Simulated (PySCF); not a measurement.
C8H5N5, SMILES C1=CC2=NC=NC3=NC=CC(=N1)N23. Geometry optimised at B3LYP-D3(BJ)/def2-SVP.

Computed equilibrium geometry at B3LYP-D3(BJ)/def2-SVP (PySCF confirms it by a frequency run) as bond lengths and angles, and its point group:
point group Cs.
Atoms: C1 C2 C3 N4 C5 N6 C7 N8 C9 C10 C11 N12 N13 H14 H15 H16 H17 H18. Bonded distances (Å): C1–C2 1.382, C1–N12 1.339, C1–H14 1.096, C2–C3 1.412, C2–H15 1.088, C3–N4 1.330, C3–N13 1.405, N4–C5 1.338, C5–N6 1.316, C5–H16 1.098, N6–C7 1.350, C7–N8 1.316, C7–N13 1.424, N8–C9 1.345, C9–C10 1.376, C9–H17 1.096, C10–C11 1.418, C10–H18 1.088, C11–N12 1.328, C11–N13 1.407. Bond angles (°): C2–C1–N12 124.1, C2–C1–H14 119.9, N12–C1–H14 116.0, C1–C2–C3 119.0, C1–C2–H15 123.3, C3–C2–H15 117.7, C2–C3–N4 122.9, C2–C3–N13 116.4, N4–C3–N13 120.7, C3–N4–C5 116.6, N4–C5–N6 127.6, N4–C5–H16 115.9, N6–C5–H16 116.5, C5–N6–C7 118.0, N6–C7–N8 120.7, N6–C7–N13 118.3, N8–C7–N13 121.0, C7–N8–C9 118.9, N8–C9–C10 124.3, N8–C9–H17 115.8, C10–C9–H17 120.0, C9–C10–C11 119.1, C9–C10–H18 123.3, C11–C10–H18 117.6, C10–C11–N12 122.2, C10–C11–N13 115.8, N12–C11–N13 122.0, C1–N12–C11 118.3, C3–N13–C7 118.8, C3–N13–C11 120.3, C7–N13–C11 120.9.
